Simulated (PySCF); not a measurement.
NMR problem set

[PySCF 2.14.0 with density-fitted response routines: GFN2-xTB geometry; shielding tensors at PBE0/pcSseg-1 (GIAO); single conformer; fast rotation and ring inversion assumed for equivalent nuclei; relativity neglected; no solvent]

Referencing at the same level of theory: TMS for 1H (σ = 31.72 ppm), 13C (σ = 186.93 ppm). Splittings of carbon signals by F and P are missing where no couplings were computed. Where no couplings were computed, multiplicities follow the n + 1 count of equivalent neighbours, and m marks all less simple cases (inequivalent or close neighbours, rings, F or P nearby). Shifts are as computed. Against solution values, carbons near 30 ppm lie about +3 ppm off and those near 130 ppm about +5 ppm (rms about the fit 2.1 ppm; single classes can miss by 10 ppm). Of 1328 compounds with measured shifts, 309 miss one by over three times the rms of a fit or turn the order of signals round; such compounds aren't used in these exercises. Signals without a measured value on file couldn't be tested in this way; 1H shifts scatter by 0.2 ppm about their fit, and single ones miss by 0.5 ppm.

(1) C₆H₆O₄. 1H NMR (400 MHz, computed): δ 7.08 (d, 1H), 6.86 (m, 1H), 5.64 (m, 1H), 2.28 (s, 3H). 13C{1H} NMR (computed): δ 177.5, 175.4, 154.5, 115.5, 68.7, 22.6. What is it?

(2) C₆H₇F. 1H NMR (500 MHz, computed): δ 6.76 (m, 1H), 5.99 (m, 1H), 5.88 (m, 1H), 5.70 (m, 1H), 5.56 (m, 1H), 5.27 (m, 1H), 5.01 (m, 1H). 13C{1H} NMR (computed): δ 172.9 (C), 147.2 (C), 144.4 (CH), 127.2 (CH2), 124.3 (CH2), 101.3 (CH2). Give a structure.

## Answers

(1) SMILES C1=COC(=O)[C@H]1OC(C)=O. Rings plus π bonds: 4 (1 ring in the answer). 6 carbon signals for 6 carbons: no two carbons are equivalent. Carbon types of the structure: 2 × C, 3 × CH, 1 × CH3, which accounts for all hydrogens. δC 177.5, 175.4: ester carbonyl carbon; it is a carbonyl in resonance with an O or N lone pair, the region of acids, esters and amides. δC 154.5: alkene carbon bearing oxygen; an sp2 carbon further deshielded by the attached heteroatom. δC 115.5: β carbon of an enol-ether or enamine type C=C. δC 68.7: sp3 CH bonded to O, α to a carbonyl; pulled downfield by the heteroatom.

This is the structure that produced the data. Such data don't tell enantiomers apart.

(2) `C(=C)C(=C)C(=C)F`. The formula gives 3 degrees of unsaturation (no ring in the answer). 6 carbon signals for 6 carbons: no two carbons are equivalent. Carbon types of the structure: 2 × C, 1 × CH, 3 × CH2, which accounts for all hydrogens. δC 172.9, 147.2: fully substituted alkene carbon. δC 144.4: alkene CH; an sp2 carbon of a C=C bond. δC 127.2, 124.3, 101.3: terminal =CH2 carbon; the olefinic region. δH 6.76: hydrogen on an alkene CH; a vinylic proton, deshielded by the sp2 carbon and the C=C anisotropy.

This is the structure that produced the data.
